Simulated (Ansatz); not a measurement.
Mulliken charges of Cl$_{2}$H$_{3}$NOTi, SMILES `[NH2][Ti]([OH])([Cl])[Cl]` from ωB97M-V/def2-TZVPP in Ansatz (PBE0-D4/def2-TZVP geometry).

```
atom   x (Å)   y (Å)   z (Å)  charge (e)
  N1  -0.675   1.010   0.729      -0.375
 Ti2   0.075  -0.188  -0.462       0.814
  O3   1.096  -1.252   0.493      -0.446
 Cl4  -1.526  -1.299  -1.500      -0.223
 Cl5   1.237   0.911  -1.985      -0.223
  H6  -0.497   1.007   1.724       0.135
  H7  -1.313   1.751   0.471       0.129
  H8   1.694  -1.999   0.474       0.188
```

**Question.** By hand: the dipole of these point charges (1 e Å = 4.8032 D).

**Answer.** Σ q r = (-0.028, 0.099, 0.290) e Å, of length 0.308 e Å = 1.48 D.

**Question.** How does the dipole of the full density compare? (An estimate is asked.)

**Answer.** The calculation gave: (0.116, -0.008, 0.612) e Å, 2.99 D; the point charges give 0.49 times that, at 25° from its direction.

Point charges leave out the atoms' own dipoles, such as those of lone pairs, and Mulliken's split depends on the basis, so the two needn't agree.
